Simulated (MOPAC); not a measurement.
Input file for MOPAC: PM6 on GeH4O (SMILES [OH][GeH3]), a point of a torsion scan.

```
PM6 1SCF PRECISE CHARGE=0 THREADS=1
GeH4O

O      1.16801441 1    -0.45158811 1    -0.37441842 1
Ge    -0.44792059 1     0.03069192 1     0.03385370 1
H      1.89615516 1     0.03080262 1     0.01031543 1
H     -0.82845760 1     1.22801092 1    -0.78768444 1
H     -0.52293292 1     0.34706632 1     1.49923878 1
H     -1.24818965 1    -1.16809319 1    -0.33463614 1
```

It printed:

```
*******************************************************************************
 **                                                                           **
 **                              MOPAC v23.2.5                                **
 **                                                                           **
 *******************************************************************************
 ** MOPAC's Digital Object Identifier: https://doi.org/10.5281/zenodo.6511958 **
 **                                                                           **
 ** Please cite the open-source release paper for use of this MOPAC version:  **
 ** J. E. Moussa and J. J. P. Stewart (2026)                                  **
 ** MOPAC: An open-source semiempirical molecular orbital program             **
 ** J. Open Source Softw., 11(119), 8025, https://doi.org/10.21105/joss.08025 **
 *******************************************************************************

                              PM6 CALCULATION RESULTS

 *******************************************************************************
 *  PM6        - The PM6 Hamiltonian to be used
 *
 *
 *
 *                 CHARGE ON SYSTEM = 0
 *
 *
 *
 *  PRECISE    - TIGHTER CRITERIA TO BE USED
 *  1SCF       - DO 1 SCF AND THEN STOP
 *  THREADS=1  - MULTI-THREADING NOT USED
 *  T=         - A TIME OF 172800.0 SECONDS REQUESTED
 *  DUMP=N     - RESTART FILE WRITTEN EVERY 7200.0 SECONDS REQUESTED
 *******************************************************************************
PM6 1SCF PRECISE CHARGE=0 THREADS=1
 GeH4O

   ATOM   CHEMICAL          X               Y               Z
  NUMBER   SYMBOL      (ANGSTROMS)     (ANGSTROMS)     (ANGSTROMS)

     1       O          1.16801441  *  -0.45158811  *  -0.37441842  *
     2      Ge         -0.44792059  *   0.03069192  *   0.03385370  *
     3       H          1.89615516  *   0.03080262  *   0.01031543  *
     4       H         -0.82845760  *   1.22801092  *  -0.78768444  *
     5       H         -0.52293292  *   0.34706632  *   1.49923878  *
     6       H         -1.24818965  *  -1.16809319  *  -0.33463614  *



          CARTESIAN COORDINATES

    NO.       ATOM           X           Y           Z

     1         O          1.1680     -0.4516     -0.3744
     2        Ge         -0.4479      0.0307      0.0339
     3         H          1.8962      0.0308      0.0103
     4         H         -0.8285      1.2280     -0.7877
     5         H         -0.5229      0.3471      1.4992
     6         H         -1.2482     -1.1681     -0.3346

 General Reference for PM6:
 "Optimization of Parameters for Semiempirical Methods V: Modification of NDDO Approximations
 and Application to 70 Elements", J. J. P. Stewart, J. Mol. Mod., 13, 1173-1213 (2007)
 URL: https://link.springer.com/article/10.1007/s00894-007-0233-4

           Empirical Formula: H4 O Ge  =     6 atoms



      MOLECULAR POINT GROUP   :   C1


      RHF CALCULATION, NO. OF DOUBLY OCCUPIED LEVELS = 7


 -------------------------------------------------------------------------------
 PM6 1SCF PRECISE CHARGE=0 THREADS=1
 GeH4O



     1SCF WAS SPECIFIED, SO BFGS WAS NOT USED
     SCF FIELD WAS ACHIEVED


                              PM6 CALCULATION
                                                       MOPAC v23.2.5 Linux




          FINAL HEAT OF FORMATION =        -29.04926 KCAL/MOL =    -121.54209 KJ/MOL


          COSMO AREA              =         87.86 SQUARE ANGSTROMS
          COSMO VOLUME            =         73.52 CUBIC ANGSTROMS

          IONIZATION POTENTIAL    =         10.525937 EV
          HOMO LUMO ENERGIES (EV) =        -10.526  0.833
          NO. OF FILLED LEVELS    =          7
          MOLECULAR WEIGHT        =         92.6210         POINT GROUP:  C1

          MOLECULAR DIMENSIONS (Angstroms)

            Atom       Atom       Distance
            H     6    H     3     3.38279
            H     5    H     4     2.46118
            O     1    H     4     2.00408


          SCF CALCULATIONS        =          1





   ATOM   CHEMICAL          X               Y               Z
  NUMBER   SYMBOL      (ANGSTROMS)     (ANGSTROMS)     (ANGSTROMS)

     1       O          1.16801441  *  -0.45158811  *  -0.37441842  *
     2      Ge         -0.44792059  *   0.03069192  *   0.03385370  *
     3       H          1.89615516  *   0.03080262  *   0.01031543  *
     4       H         -0.82845760  *   1.22801092  *  -0.78768444  *
     5       H         -0.52293292  *   0.34706632  *   1.49923878  *
     6       H         -1.24818965  *  -1.16809319  *  -0.33463614  *

                             CARTESIAN COORDINATES

   1    O        1.168014410    -0.451588110    -0.374418420
   2   Ge       -0.447920590     0.030691920     0.033853700
   3    H        1.896155160     0.030802620     0.010315430
   4    H       -0.828457600     1.228010920    -0.787684440
   5    H       -0.522932920     0.347066320     1.499238780
   6    H       -1.248189650    -1.168093190    -0.334636140


           Empirical Formula: H4 O Ge  =     6 atoms



      MOLECULAR POINT GROUP   :   C1


                  EIGENVALUES
 -28.21734 -20.23019 -16.63338 -13.33198 -12.97460 -11.25335 -10.52594   0.83343
   2.66409   2.74728   3.25121   5.93088


              NET ATOMIC CHARGES AND DIPOLE CONTRIBUTIONS

  ATOM NO.   TYPE          CHARGE      No. of ELECS.   s-Pop       p-Pop
    1          O          -0.731183        6.7312     1.71403     5.01715
    2         Ge           0.312004        3.6880     1.15845     2.52954
    3          H           0.332562        0.6674     0.66744
    4          H           0.020125        0.9799     0.97987
    5          H           0.011248        0.9888     0.98875
    6          H           0.055243        0.9448     0.94476
 DIPOLE           X         Y         Z       TOTAL
 POINT-CHG.    -2.184     1.509     1.298     2.955
 HYBRID         0.730     0.087     0.053     0.737
 SUM           -1.454     1.595     1.351     2.547


          ATOMIC ORBITAL ELECTRON POPULATIONS

     Atom    s        px        py        pz
    1  O   1.71403   1.38906   1.77999   1.84811
    2 Ge   1.15845   0.62619   0.95837   0.94498
    3  H   0.66744
    4  H   0.97987
    5  H   0.98875
    6  H   0.94476

 **********************
 *                    *
 * JOB ENDED NORMALLY *
 *                    *
 **********************




 == MOPAC DONE ==
```

The run finished.

Cost: around 0.020 core-seconds (rough).
